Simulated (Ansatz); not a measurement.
Stepwise reaction of `C[CH2][In]([F])[CH2]C` with hydrogen, as a gas-phase model of exchange steps in deposition or etching. ΔE in kJ/mol; ΔG adds harmonic PBE0-D4 terms to CCSD(T)/CBS, at 1 bar.

Gas-phase electronic energies from Ansatz, PBE0-D4/def2-TZVP geometries. CCSD(T)/CBS is the MP2 limit (def2-TZVPP, def2-QZVPP) plus CCSD(T) − MP2 in def2-TZVPP, frozen cores. This one scheme is used for every species. Functionals use def2-TZVPP. B3LYP here is the variant with VWN-RPA as its local correlation; programs differ in this. Elements past krypton have def2 core potentials. For In outer-core shells are correlated without core-valence functions, which leaves a few kJ/mol of doubt a bond. One conformer a species, not always the lowest.

```csv
step,reaction,PBE-D4,B3LYP-D4,ωB97M-V,CCSD(T)/CBS,ΔG(500 K)
2,`C[CH2][InH][F]` + H₂ → `[F][InH2]` + `CC`,-39.6,-45.6,-47.0,-36.4,-27.5
```

**Question.** Give the row of step 1, `C[CH2][In]([F])[CH2]C` + H₂ → `C[CH2][InH][F]` + `CC`. (Best estimate.)

**Answer.** Ansatz gave: 
```csv
step,reaction,PBE-D4,B3LYP-D4,ωB97M-V,CCSD(T)/CBS,ΔG(500 K)
1,`C[CH2][In]([F])[CH2]C` + H₂ → `C[CH2][InH][F]` + `CC`,-40.6,-46.6,-47.9,-37.5,-34.4
```

**Question.** By hand: ΔE of the 2 steps together at CCSD(T)/CBS.

**Answer.** (-37.5) + (-36.4) = -73.9 kJ/mol, or -37.0 kJ/mol a step.

In ΔE the steps differ by no more than 1.1 kJ/mol. All are downhill at CCSD(T)/CBS. ΔG lies between -34.4 and -27.5 kJ/mol a step. PBE-D4 differs from CCSD(T)/CBS by -3.2 to -3.1 kJ/mol a step. Isolated molecules leave out the surface, adducts and barriers. Largest T1 diagnostic: 0.016.
